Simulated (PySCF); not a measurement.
Partial charges of `c1ccc(-c2nncs2)cc1`

Species: C8H6N2S.
SMILES with atom numbers: `[cH:1]1[cH:2][cH:3][c:4](-[c:5]2[n:6][n:7][cH:8][s:9]2)[cH:10][cH:11]1` (hydrogens: H12 on C1; H13 on C2; H14 on C3; H15 on C8; H16 on C10; H17 on C11)

Geometry (GFN2-xTB, Å), atoms numbered from 1 in this order:
```
atom  x, y, z in Å
C1    -2.785   -0.221    0.119
C2    -2.066    0.221    1.218
C3    -0.691    0.327    1.151
C4    -0.020   -0.009   -0.024
C5     1.417    0.093   -0.124
N6     2.101   -0.201   -1.179
N7     3.403   -0.035   -1.053
C8     3.758    0.391    0.103
S9     2.443    0.641    1.205
C10   -0.749   -0.455   -1.129
C11   -2.123   -0.558   -1.052
H12   -3.860   -0.303    0.174
H13   -2.581    0.483    2.131
H14   -0.129    0.671    2.008
H15    4.774    0.582    0.383
H16   -0.217   -0.712   -2.031
H17   -2.684   -0.903   -1.908
```

Density: PBE0/pcSseg-1 (PySCF); schemes: Mulliken, IAO, Hirshfeld and ESP-fitted. Isolated species at its GFN2-xTB geometry (one conformer only).

Question: Atoms with like bonding are taken together and averaged. At which atom do the 4 schemes differ most?

Answer: At C5: from -0.001 (IAO) to +0.471 e (ESP-fitted), 0.472 e apart.

Question: Do the Mulliken, IAO, Hirshfeld and ESP-fitted schemes agree on where the charge is lowest?

Answer: The schemes don't all agree: Mulliken N6 (-0.276); IAO N6 (-0.181); Hirshfeld N7 (-0.126); ESP-fitted N7 (-0.394).

Question: For which atoms does the sign change between the 4 schemes (beyond +0.03 e in one, beyond −0.03 e in another)?

Answer: C8 and S9. Atomic charges aren't observables, and each scheme defines them in its own way.

Question: What partial charge does each atom carry?

Answer: In e; atoms taken as equivalent share a row and are averaged (×n: the atom named and its like, n in all):

```json
{"atom": "C1", "environment": "aromatic CH carbon", "Mulliken": "-0.060", "IAO": "-0.142", "Hirshfeld": "-0.039", "ESP-fitted": "-0.138"}
{"atom": "C2/C11", "environment": "aromatic CH carbon", "Mulliken": "-0.064", "IAO": "-0.146", "Hirshfeld": "-0.043", "ESP-fitted": "-0.150"}
{"atom": "C3/C10", "environment": "aromatic CH carbon", "Mulliken": "+0.018", "IAO": "-0.139", "Hirshfeld": "-0.043", "ESP-fitted": "+0.006"}
{"atom": "C4", "environment": "substituted aromatic carbon", "Mulliken": "-0.254", "IAO": "-0.019", "Hirshfeld": "-0.015", "ESP-fitted": "-0.309"}
{"atom": "C5", "environment": "substituted aromatic carbon", "Mulliken": "+0.077", "IAO": "-0.001", "Hirshfeld": "+0.042", "ESP-fitted": "+0.471"}
{"atom": "N6", "environment": "pyridine-type nitrogen", "Mulliken": "-0.276", "IAO": "-0.181", "Hirshfeld": "-0.115", "ESP-fitted": "-0.179"}
{"atom": "N7", "environment": "pyridine-type nitrogen", "Mulliken": "-0.183", "IAO": "-0.156", "Hirshfeld": "-0.126", "ESP-fitted": "-0.394"}
{"atom": "C8", "environment": "aromatic CH next to a ring nitrogen", "Mulliken": "-0.013", "IAO": "-0.170", "Hirshfeld": "-0.008", "ESP-fitted": "+0.197"}
{"atom": "S9", "environment": "thiophene-type sulfur", "Mulliken": "+0.195", "IAO": "+0.248", "Hirshfeld": "+0.105", "ESP-fitted": "-0.127"}
{"atom": "H12", "environment": "aromatic hydrogen", "Mulliken": "+0.095", "IAO": "+0.158", "Hirshfeld": "+0.054", "ESP-fitted": "+0.147"}
{"atom": "H13/H17", "environment": "aromatic hydrogen", "Mulliken": "+0.095", "IAO": "+0.159", "Hirshfeld": "+0.055", "ESP-fitted": "+0.143"}
{"atom": "H14/H16", "environment": "aromatic hydrogen", "Mulliken": "+0.095", "IAO": "+0.164", "Hirshfeld": "+0.046", "ESP-fitted": "+0.099"}
{"atom": "H15", "environment": "aromatic hydrogen", "Mulliken": "+0.130", "IAO": "+0.189", "Hirshfeld": "+0.071", "ESP-fitted": "+0.134"}
```

Mean size of the charges over all atoms: ESP-fitted 0.183 e, IAO 0.146 e, Mulliken 0.111 e, Hirshfeld 0.056 e. Each set sums to the total charge, 0, to within 0.001 e. The IAO scheme counts the electrons in orthogonalised intrinsic atomic orbitals, a minimal basis polarised so that it spans the occupied orbitals exactly.

Some averages cover members that differ in this geometry: C3/C10, ESP-fitted -0.110 to +0.122; H14/H16, ESP-fitted +0.034 to +0.165; C3/C10, Mulliken -0.031 to +0.066; C2/C11, ESP-fitted -0.189 to -0.112 e.

Question: How many electrons does the ESP-fitted scheme count on C2?

Answer: Its own charge is -0.112 e, so Z − q = 6.112.

Question: Sum the charges by element, for elements with more than one atom.

Answer: 
```json
{"element": "C", "atoms": "8", "Mulliken": "-0.342", "IAO": "-0.902", "Hirshfeld": "-0.192", "ESP-fitted": "-0.066"}
{"element": "N", "atoms": "2", "Mulliken": "-0.458", "IAO": "-0.337", "Hirshfeld": "-0.241", "ESP-fitted": "-0.573"}
{"element": "H", "atoms": "6", "Mulliken": "+0.605", "IAO": "+0.992", "Hirshfeld": "+0.328", "ESP-fitted": "+0.766"}
```

These values come from a run that also computed NMR shieldings. On one thread of an Arm Neoverse V2, no GPU, shared host with 96 logical CPUs at a one-minute load of 40, this took 45 s wall and 1.0 GiB of memory at its peak.
